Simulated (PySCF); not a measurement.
# Distorted geometries of BiF5

BiF5 (singlet). PySCF 2.14.0, RKS PBE0, Bi def2-SVP with ECP60, F def2-SVP; non-relativistic Hamiltonian with scalar-relativistic core potentials where named; density fitting; no spin-orbit coupling. Relaxed geometry:

```xyz
6

Bi    0.0000    0.0000    0.0067
F     0.0000    0.0000    1.9947
F     1.9982    0.0000   -0.0430
F     0.0000    1.7762   -0.8937
F    -1.9982    0.0000   -0.0430
F     0.0000   -1.7762   -0.8937
```

Problem. Order these distorted geometries by energy above the relaxed one, lowest first.
A.
```xyz
6

Bi    0.0190   -0.0208    0.2603
F     0.1129    0.0559    1.9966
F     2.0022   -0.0909   -0.0878
F    -0.1201    1.8610   -0.9134
F    -2.1410   -0.0504   -0.1814
F     0.1270   -1.7547   -0.9465
```
B.
```xyz
6

Bi    0.1578   -0.0392   -0.0597
F    -0.2198   -0.0983    1.9972
F     2.0468    0.1565    0.0061
F     0.0775    1.6400   -0.9376
F    -2.0050   -0.0030   -0.0376
F    -0.0573   -1.6559   -0.8405
```
C.
```xyz
6

Bi   -0.0164   -0.0543    0.0961
F     0.0832   -0.0703    1.9413
F     2.0244    0.0677    0.0607
F    -0.0624    1.7702   -0.9867
F    -2.0610    0.0348   -0.0788
F     0.0323   -1.7482   -0.9048
```

Solution. C (0.61 eV), B (1.41 eV), A (2.44 eV).

Problem. Which forces (eV/Å) act in the one that lies 1.41 eV up?

Solution. 
```
Bi  -6.02  3.85  6.72
F    0.98  0.01 -1.72
F    2.92 -0.11  0.14
F   -0.02  2.65 -1.58
F    2.30  0.07 -0.28
F   -0.15 -6.47 -3.27
```
Forces carry noise of the integration grid, about 0.01 to 0.03 eV/Å.
